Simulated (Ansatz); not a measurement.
The cluster Hg₂O₂⁻, 4 atoms. Hardware: 4 threads of Arm Neoverse V1 on a shared host.

In the def2 sets Hg takes a core potential; there is no spin–orbit coupling. Correlated methods freeze 2 core orbitals; core or outer-core shells of Hg are correlated, in sets that lack core-valence functions.

**Question.** How many basis functions does each of these Ansatz runs have, and roughly what does it cost? r2SCAN-D4/def2-TZVPD, charge 0 singlet at the geometry of the charge -1 doublet, energy, from earlier orbitals; r2SCAN-D4/def2-TZVPD, charge -1 quartet, energy, from earlier orbitals; PBE with 5 % exact exchange/def2-TZVPD, charge -1 quartet, energy, from earlier orbitals; PBE0-D4/def2-TZVPD, charge 0 singlet at the geometry of the charge -1 doublet, energy, from earlier orbitals; PBE with 35 % exact exchange/def2-TZVPD, charge -1 doublet, energy, from earlier orbitals; RPA@PBE/def2-TZVPD, charge -1 doublet, energy, from earlier orbitals; PBE-D4/def2-TZVPD, charge 0 singlet at the geometry of the charge -1 doublet, energy, from earlier orbitals; MP2/def2-TZVPD, charge -1 quartet, energy, from earlier orbitals; RPA@PBE/def2-TZVPD, charge -1 quartet, energy, from earlier orbitals; PBE with 10 % exact exchange/def2-TZVPD, charge -1 quartet, energy, from earlier orbitals; B2PLYP/def2-TZVPD, charge -1 doublet, energy, from earlier orbitals; PBE0-D4/def2-SVP, charge 0 singlet at the geometry of the charge -1 doublet, energy with a search over starts.

**Answer.** Other jobs shared the machine, so times can vary by a factor of up to 3. A dash marks memory too small to be measured apart from the calling script's.

```tsv
run	functions	fitting or Cholesky vectors	wall time	peak host memory (GiB)
PBE0-D4/def2-SVP, charge 0 singlet at the geometry of the charge -1 doublet, energy with a search over starts	92	912	2.3 s	–
PBE-D4/def2-TZVPD, charge 0 singlet at the geometry of the charge -1 doublet, energy, from earlier orbitals	172	1148	2.5 s	–
r2SCAN-D4/def2-TZVPD, charge 0 singlet at the geometry of the charge -1 doublet, energy, from earlier orbitals	172	1148	4.6 s	–
MP2/def2-TZVPD, charge -1 quartet, energy, from earlier orbitals	172	1273	4.9 s	–
PBE with 10 % exact exchange/def2-TZVPD, charge -1 quartet, energy, from earlier orbitals	172	1148	5 s	–
PBE with 5 % exact exchange/def2-TZVPD, charge -1 quartet, energy, from earlier orbitals	172	1148	5.5 s	–
PBE0-D4/def2-TZVPD, charge 0 singlet at the geometry of the charge -1 doublet, energy, from earlier orbitals	172	1270	6.5 s	0.55
RPA@PBE/def2-TZVPD, charge -1 doublet, energy, from earlier orbitals	172	1269	8 s	–
r2SCAN-D4/def2-TZVPD, charge -1 quartet, energy, from earlier orbitals	172	1148	8.5 s	–
RPA@PBE/def2-TZVPD, charge -1 quartet, energy, from earlier orbitals	172	1273	9 s	–
PBE with 35 % exact exchange/def2-TZVPD, charge -1 doublet, energy, from earlier orbitals	172	1328	11 s	0.81
B2PLYP/def2-TZVPD, charge -1 doublet, energy, from earlier orbitals	172	1269	13 s	0.6
```
